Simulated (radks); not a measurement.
Question: These are the eigenvalues of the occupied orbitals of an atom or ion with whole-number occupations (hartree). All-electron calculation, scalar-relativistic Kohn-Sham, BLYP, spin-polarised, spherical densities, finite nucleus; Fermi nuclear charge, rms radius of each element as measured or else 0.836 A^(1/3) + 0.57 fm. Program: a radial shooting solver on a logarithmic mesh with Libxc functionals.

orbital  eigenvalue
1s up     -3055.804
1s down   -3055.803
2s up     -541.9060
2s down   -541.9057
2p up     -467.5310
2p down   -467.5308
3s up     -128.8411
3s down   -128.8407
3p up     -107.3416
3p down   -107.3412
3d up     -84.67098
3d down   -84.67066
4s up     -28.57322
4s down   -28.57260
4p up     -21.52150
4p down   -21.52079
4d up     -13.14176
4d down   -13.14092
5s up      -4.67160
5s down    -4.67041
4f up      -3.85162
4f down    -3.85069
5p up      -2.77502
5p down    -2.77293
5d up      -0.69137
5d down    -0.68124
6s up      -0.55299

Which element is it, and in what charge state? The configuration may be excited. Open shells, if any, are filled with parallel spins first.

Answer: Z = 80, mercury, charge +1: Hg+ in [Xe] 4f14 5d10 6s1. The list shows which subshells hold electrons but not how many an open one holds; the 1s level, -3055.8 hartree, gives Z - s = 78.2 by -(Z - s)^2/2, which with screening and relativity narrows Z to a few neighbours, and the depths of the outer levels then fix element, charge and occupations together.
